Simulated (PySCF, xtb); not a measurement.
Si(NMe2)(SH) (C₂H₇NSSi), SMILES CN(C)[Si]S (connectivity only; charge and spin as stated), neutral, multiplicity 1.

GFN2-xTB (xtb) at its own geometry gives an orbital gap of 2.81 eV and a dipole moment of 2.79 D.

Geometry optimised at TPSSh-D3(BJ)/def2-SVP. The structure was generated by enumeration; whether it is a known compound was not checked. One conformer was computed; it need not be the lowest.

Problem. What does r2SCAN/def2-TZVP (PySCF) give? (An estimate is asked for; the answer gives what the named calculation found.)

Solution. gap 3.79 eV (levels -5.73 and -1.94 eV), dipole 1.83 D.
